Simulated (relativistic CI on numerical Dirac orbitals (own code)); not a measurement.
Calculated at this level of theory: Dirac-Coulomb-Breit CI, KLI orbitals optimised for each configuration, model QED (radiative potential, 1s self-energy scaled to tabulated hydrogen-like ionisation energies), unscaled Slater integrals (own radial code, finite nucleus).

Configurations in the expansion (outside the closed core 1s2): 2s2 2p2, 2s 2p3, 2p4, 2p3 3s, 2s2 2p 3s, 2p3 3p, 2p3 3d, 2s2 2p 3p, 2s2 2p 3d, 2s 2p2 3s, 2s 2p2 3p, 2s 2p2 3d, 2s2 2p 4s, 2s2 2p 4p, 2s2 2p 4d, 2s2 2p 4f, 2s2 3s2, 2s2 3s 3p, 2s 2p2 4s, 2s 2p2 4p, 2s2 3s 3d, 2s2 2p 5s, 2s2 3p2, 2s2 2p 5p, 2s 2p2 4d, 2s 2p2 4f, 2s2 2p 5d, 2s2 2p 5f, 2s2 2p 5g, 2s2 3p 3d, 2s 2p 3s2, 2s2 3d2, 2s 2p 3s 3p, 2s 2p 3s 3d, 2s 2p 3p2, 2s 2p 3p 3d. Levels of other configurations are missing.

At this charge energies of transitions that change n are usually good to better than 1 %, and those within a shell (Δn = 0) to a few per cent.

Outline of the computed level scheme of Au LXXIV. Lowest level of each configuration: 2s2 2p2 3P_0 at 0.0 eV; 2s 2p3 3P°_2 at 2255.7 eV; 2p4 3P_2 at 4651.3 eV; 2s2 2p 3s 3P°_0 at 12157.4 eV; 2s2 2p 3p 3D_1 at 12255.8 eV; 2s 2p2 3s 5P_1 at 12468.8 eV; 2s 2p2 3p 3P°_1 at 12576.9 eV; 2s2 2p 3d 3F°_2 at 12917.5 eV; 2s 2p2 3d 3D_1 at 13231.1 eV.

Some strong electric-dipole decays among the lowest 45 levels: 2s2 2p 3d 3D°_1 → 2s2 2p2 3P_0 (2.6e+15 s⁻¹); 2s 2p2 3d 3D_3 → 2s 2p3 3P°_2 (2.0e+15 s⁻¹); 2s2 2p 3d 3F°_3 → 2s2 2p2 1D_2 (2.0e+15 s⁻¹); 2s2 2p 3d 3P°_2 → 2s2 2p2 3P_1 (1.8e+15 s⁻¹); 2s 2p2 3d 3F_2 → 2s 2p3 1P°_1 (1.8e+15 s⁻¹); 2s 2p2 3p 3P°_1 → 2s2 2p2 3P_0 (7.2e+14 s⁻¹); 2s 2p2 3p 3D°_1 → 2s2 2p2 3P_0 (6.9e+14 s⁻¹); 2s 2p2 3d 3D_2 → 2s 2p3 3P°_2 (3.5e+14 s⁻¹).

LS names give the leading component of a level, which can be under half, so a name can repeat, a term be missing and a line seem to break the LS rules.
